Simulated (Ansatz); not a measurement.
Computed with Ansatz on PBE0-D4/def2-TZVP structures; ΔE is electronic, products minus reactants. CCSD(T)/CBS is the MP2 limit (def2-TZVPP, def2-QZVPP) plus CCSD(T) − MP2 in def2-TZVPP, frozen cores. Functionals use def2-TZVPP. B3LYP here is the variant with VWN-RPA as its local correlation; programs differ in this. One conformer a species, not always the lowest.

`B[SiH](O)OC` + `C[SiH](F)F` → `B[SiH](O)F` + `CO[SiH](C)F`  (redistribution)

Is it downhill or uphill in electronic energy at CCSD(T)/CBS, and by how much? (Best estimate.)

Ansatz gave: Nearly level: ΔE = +0.3 kJ/mol.

What do these levels give: PBE-D4, PBE0-D4, B3LYP-D4, PBE, r2SCAN, SCS-MP2/def2-TZVPP? (Estimate.)

Ansatz gave: PBE-D4 0.4, PBE0-D4 0.1, B3LYP-D4 -0.3, PBE 0.1, r2SCAN 0.0, SCS-MP2/def2-TZVPP 0.7 kJ/mol.

Largest T1 diagnostic among the species: 0.012.
